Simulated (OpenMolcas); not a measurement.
**Levels of Ne4+ by method**

- Program: OpenMolcas 26.06
- Basis: ANO-R2 [4s4p2d1f]
- Scalar Hamiltonian: X2C, finite nucleus
- Active space: 4 electrons in 8 orbitals (2s 2p 3s 3p)
- State averaging: 2S+1 = 3 even, 3 roots; 2S+1 = 1 even, 6 roots; 2S+1 = 5 odd, 1 root; 2S+1 = 3 odd, 9 roots; 2S+1 = 1 odd, 8 roots
- Spin-orbit coupling: RASSI with atomic mean-field integrals over the reference wave functions, term energies averaged over their components

Methods on the same reference wave functions:
A. CASSCF
B. SS-CASPT2, IPEA 0.25 Eh, imaginary shift 0.1 Eh (closed shells correlated: 1s)

Energies in cm⁻¹ above 2s² 2p² ³P₀, the measured ground level; measured values from NIST levels in Podobedova, Fuhr, Reader and Wiese, J. Phys. Chem. Ref. Data 33, 525 (2004).

| Level | A | B | Measured |
| --- | --- | --- | --- |
| 2s² 2p² ³P₀ | 0.0 | 0.0 | 0.0 |
| 2s² 2p² ³P₁ | 392 | 391 | 412 |
| 2s² 2p² ³P₂ | 1130 | 1128 | 1110 |
| 2s² 2p² ¹D₂ | 33317 | 31060 | 30292 |
| 2s² 2p² ¹S₀ | 60036 | 64390 | 63914 |
| 2s 2p³ ⁵S°₂ | 77451 | 86040 |  |
| 2s 2p³ ³D°₁ | 178644 | 174950 |  |
| 2s 2p³ ³D°₂ | 178648 | 174950 | 175905 |
| 2s 2p³ ³D°₃ | 178672 | 174980 |  |
| 2s 2p³ ³P°₀ | 208545 | 208100 | 208193 |
| 2s 2p³ ³P°₁ | 208561 | 208120 |  |
| 2s 2p³ ³P°₂ | 208591 | 208140 |  |
| 2s 2p³ ¹D°₂ | 284727 | 271950 | 270564 |
| 2s 2p³ ³S°₁ | 290334 | 279900 |  |
| 2s 2p³ ¹P°₁ | 314165 | 304660 |  |

Deviations, from unrounded energies. A percentage is the sum of absolute deviations over the sum of measured energies, with the sign that they share, or ± where signs differ.

| Against measurement | Levels | A | B |
| --- | --- | --- | --- |
| mean absolute deviation (cm-1) | 7 | 3500 | 530 |
| fine structure of the ground term (%) | 2 | ±2.6 | ±2.6 |
| other terms of the ground configuration (%) | 2 | ±7.3 | +1.3 |
| other configurations (%) | 3 | +2.6 | ±0.4 |

B lies closest to measurement on these levels. The largest miss of B in the table is 2s 2p³ ¹D°₂, by +1400 cm-1. The ranking rests on the paired levels alone, and a cruder setting can come out closer through cancelling errors.

From A to B the spin-free energies of the other terms of 2s² 2p² shown, above ³P, scale by factors of 0.93 to 1.07.

The lowest spin-free term lies below A's lowest term by 0.070 hartree in B.

CASPT2 breaks the degeneracy within a term, and the mean is taken; among the terms shown or strongly mixed into the levels shown the widest spread is 24 cm-1 (2s 2p³ ¹D°, B). Active for correlation alone: 3p 3s; no level in the range computed is led by a configuration that fills them, so any true level of that kind is missing. Computed and measured levels are paired by configuration, term and J; levels that our copy of the source lacks, or whose pairing is in doubt (as where it misses far off the trend of its configuration), stay unpaired and out of the deviations. Levels of configurations outside the active space are missing.

° marks odd parity.
